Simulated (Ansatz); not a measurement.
`NCB/C=C/F`, relaxed with RKS PBE-D4/def2-SVP in Ansatz 0.2.0 from a rough embedded geometry. The force threshold is 0.03 eV/Å; the program also tests the step.

The species carries charge 0 and has multiplicity 1.

Start:

```xyz
13

N     1.791   -0.524   -1.820
C     1.359   -0.359   -0.376
B    -0.215    0.000   -0.214
C    -0.768    0.317    1.180
C    -2.098    0.569    1.350
F    -2.592    0.772    2.625
H     1.563    0.376   -2.304
H     1.167   -1.249   -2.204
H     1.591   -1.291    0.215
H     1.994    0.452    0.087
H    -0.858    0.111   -1.165
H    -0.137    0.170    2.081
H    -2.798    0.655    0.543
```

Question: By how much does the energy fall, and how many steps does the optimiser take? (An estimate is asked.)

Answer: Computed: 29.95 kJ/mol, in 6 steps.

Question: Which bonds change most? (Best estimate.)

Answer: Computed: B3–H11 from 1.153 to 1.227 Å; C2–B3 from 1.623 to 1.575 Å; C5–F6 from 1.383 to 1.335 Å; N1–C2 from 1.517 to 1.474 Å.

Question: Give the relaxed structure. (An estimate is asked.)

Answer: The calculation gave: 
```xyz
13

N     1.830   -0.507   -1.805
C     1.316   -0.347   -0.432
B    -0.198    0.001   -0.176
C    -0.750    0.268    1.235
C    -2.059    0.570    1.387
F    -2.629    0.825    2.567
H     1.631    0.356   -2.330
H     1.268   -1.223   -2.286
H     1.539   -1.280    0.147
H     1.949    0.401    0.107
H    -0.981    0.060   -1.118
H    -0.132    0.235    2.151
H    -2.784    0.640    0.555
```
